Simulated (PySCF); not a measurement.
Species: cyclo-(H2SiO)3.
Structure used (PBE0-D3(BJ)/def2-SVP), in Å, numbered top down from 1:
```
atom  x, y, z in Å
Si1   -1.1274    1.3236   -0.1672
H2    -1.0712    2.3063   -1.2802
H3    -2.2519    1.6162    0.7580
O4     0.3053    1.3548    0.6770
Si5    1.5030    0.2235    0.9027
H6     1.6687   -0.0355    2.3561
H7     2.7677    0.7069    0.2910
O8     1.0179   -1.1719    0.1392
Si9   -0.3483   -1.5689   -0.7211
H10    0.0339   -1.9767   -2.0974
H11   -1.0809   -2.6532   -0.0175
O12   -1.3014   -0.2079   -0.7896
```

Level of theory: TDDFT CAM-B3LYP/def2-SVPD, vertical, gas phase, core orbitals frozen in the response (PySCF).

Transition dipole moments from the ground state, in atomic units and in the frame of the coordinates above (overall signs are arbitrary), for the states with f of 0.002 or more among the lowest 7:

| state | E (eV) | μx | μy | μz |
| --- | --- | --- | --- | --- |
| S1 | 7.520 | 0.211 | 0.129 | -0.386 |
| S7 | 8.567 | 0.423 | 0.271 | -0.768 |

Task: Work out the oscillator strengths.

Result: f = (2/3) ΔE |μ|² with ΔE in hartree (27.2114 eV).

| state | \|μ\|² (au) | \|μ\| (D) | f |
| --- | --- | --- | --- |
| S1 | 0.210 | 1.17 | 0.039 |
| S7 | 0.843 | 2.33 | 0.177 |

Task: What angle do the transition dipoles of S1 and S7 make?

Result: |cos θ| = |μa·μb| / (|μa| |μb|) = 1.00, so θ ≈ 1° (taken between 0 and 90°, since the signs are arbitrary).

Task: What peak molar absorption coefficient would the strongest computed level give as a lone Gaussian band 0.4 eV wide at half height?

Result: ε(max) = 2.175×10⁸ f / FWHM, with the width in cm⁻¹. S7: 2.175×10⁸ × 0.1769 / 3226 ≈ 12000 L mol⁻¹ cm⁻¹.

All these states lie below the vertical ionisation energy of 10.60 eV (ΔSCF).

One conformer stands for the species.
